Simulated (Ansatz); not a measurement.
Process, species as SMILES: [SiH] (SiH) → H atom + Si atom
B3LYP-D3(BJ)/def2-TZVP geometries, fixed; electronic energies without zero-point terms.

Effect of a fitting basis named in the input at MP2/def2-TZVPP with Ansatz (a quantum-chemistry and plane-wave program), against the last row, where the atomisation energy is 67.46 kcal/mol. Cores are frozen. Open shells are unrestricted. The default fits or decomposes integrals by the program's own choice; accuracy: high also tightens integrals, grids and stops.

```csv
setting,largest shift of a total energy (mEh),shift of the atomisation energy (kcal/mol)
fitting: def2-universal-jkfit and def2-SVP-RIFIT,-1.016,-0.573
fitting: def2-universal-jkfit and cc-pVDZ-RIFIT,-0.930,-0.593
fitting: def2-universal-jkfit and cc-pVTZ-RIFIT,0.019,-0.012
fitting: def2-universal-jkfit and aug-cc-pVTZ-RIFIT,0.015,-0.009
fitting: def2-universal-jkfit and cc-pVQZ-RIFIT,0.016,-0.010
fitting: def2-universal-jkfit and aug-cc-pVQZ-RIFIT,0.011,-0.006
accuracy: high,0.000,0.000
accuracy: medium (default),0.000,0.000
```

Within 0.1 kcal/mol in the atomisation energy: fitting: def2-universal-jkfit and cc-pVTZ-RIFIT; fitting: def2-universal-jkfit and aug-cc-pVTZ-RIFIT; fitting: def2-universal-jkfit and cc-pVQZ-RIFIT; fitting: def2-universal-jkfit and aug-cc-pVQZ-RIFIT; accuracy: high. The largest shift is 1.016 mEh in a total energy and 0.593 kcal/mol in the difference.
